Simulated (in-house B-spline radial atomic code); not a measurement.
## RPA and G0W0 on HSE06: Nb VI (Nb5+)

Configuration [Ar] 3d10 4s2 4p6, mean-field start HSE06. Computed with a B-spline radial code for spherical atoms: all electrons, non-relativistic, point nucleus, each spin shell either full or empty, empty states to l = 9 with an (l + 1/2)⁻⁴ tail; G0W0 by contour deformation at full frequency.

Without relativity these are model numbers: it shifts the levels of so heavy an element strongly and can reorder them.

Command:
```bash
python run_gw.py task.json out
```
Settings (radii: box in bohr, nucleus in fm):
```
Z                        41
electrons                36
configuration            [Ar] 3d10 4s2 4p6
hamiltonian              nr
method                   hse06
lmax                     9
spin_polarised           False
box_radius               10.43
intervals                51
```

Run time, properties included: 2.8 s on 1 thread of Arm Neoverse N1 (shared host).

Energies (hartree):

| term | value |
| --- | --- |
| mean-field total | -3750.20074 |
| Hartree-Fock functional on these orbitals | -3748.78269 |
| direct second order | -2.9862 |
| second-order exchange | 0.85492 |
| SOSEX correction | 0.7991 |

Question: What is the RPA correlation energy, and what remains with SOSEX?

Answer: RPA gives -2.6609 hartree (-2.01 eV per electron); RPA + SOSEX gives -1.8618, and the second-order doubles -2.1313 hartree (no singles). RPA lacks exchange-type terms and so overcorrelates at short range.

Quasi-particle levels (eV):

| level | occupied | mean field | Σx - vxc | Σc | QP weight | G0W0 |
| --- | --- | --- | --- | --- | --- | --- |
| 4p | yes | -95.58 | -6.25 | ? | ? | ? |
| 3d | yes | -270.87 | -20.99 | 6.84 | 0.918 | -285.03 |
| 4d | no | -56.45 | 7.25 | -2.22 | 0.969 | -51.43 |

G0W0 = mean field + (Σx - vxc) + Σc, with Σc (partial-wave tail included) taken at the quasi-particle energy. Only the outer levels were computed. Levels of low weight are left out.

Question: Where does G0W0 put 4p?

Answer: At -102.51 eV, with Σc = -0.68 eV and a quasi-particle weight of 0.957. The tabulated removal energy is 102.069 ± 0.006 eV (NIST, semi-empirical); the calculation leaves out relativity, Breit and QED terms, and what these don't explain is the method's own error.
